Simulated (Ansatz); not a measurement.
A run for Ansatz (a program for electronic structure): U-SVWN5/def2-TZVPP on WO, 2S+1 = 3, a spin state set in the input, which need not be the lowest, a point of a bond scan (R = 1.652 Å). Elements past Kr take the def2 small-core potentials; no spin–orbit coupling.

Ansatz 0.2 input:
```yaml
crystal:
  periodic: [false, false, false]
  atoms:
    - {symbol: W, position_ang: [0.00000000, 0.00000000, 0.00000000]}
    - {symbol: O, position_ang: [0.00000000, 0.00000000, 1.65248600]}
basis:
  gaussian:
    orbitals: def2-TZVPP
    pivot_positions_ang: [[0.00000000, 0.00000000, 0.00000000], [0.00000000, 0.00000000, 1.65248600]]
hamiltonian:
  xc: {name: SVWN5}
magnetization: {spin_polarized: true, initial_magnetization: 2}
output: {forces: true, orbitals: {seedname: ./end}}
```

It printed:

```
WARN ansatz: RAYON_NUM_THREADS=2 ignored (pool sized by the plan → 2); use --threads N
Functional definition: SVWN5
integrals: 0.02 GiB planned
486 factors; their error is unknown
mean field: 0.23 GiB planned
mean field evaluation 1: about -3845.4974 eV, gradient 5.0e1 eV
mean field evaluation 2: about -3653.3516 eV, gradient 1.7e2 eV
mean field evaluation 4: about -3853.8456 eV, gradient 1.1e1 eV
mean field evaluation 8: about -3854.3823 eV, gradient 1.2e-1 eV
mean field evaluation 16: about -3854.3793 eV, gradient 5.3e-4 eV
mean field evaluation 32: about -3852.6964 eV, gradient 9.9e-1 eV
mean field evaluation 64: about -3852.6033 eV, gradient 9.1e0 eV
mean field evaluation 96: about -3854.1740 eV, gradient 5.8e0 eV
mean field -3854.37928495 eV, -141.6458261299 hartree, gradient 2.2e-5 eV, S^2 2.026460; 9 other end points of the search recorded, 0 dependent functions left out
the calculation of the forces begins
reference -3854.37931634 eV, -141.6458272835 hartree; 12, 10 occupied and 75, 77 virtual orbitals, 486 factors
Total energy: -3854.37931634 eV, -141.6458272835 hartree
Atom 0 at     0.000000     0.000000     0.000000 Å, force    -0.000000    -0.000000     0.226354 eV/Å
Atom 1 at     0.000000     0.000000     1.652486 Å, force     0.000000     0.000000    -0.226354 eV/Å
Dipole moment:    -0.000000     0.000000    -0.410809 e Å
```

The run converged.

Cost: roughly 4 core-seconds.
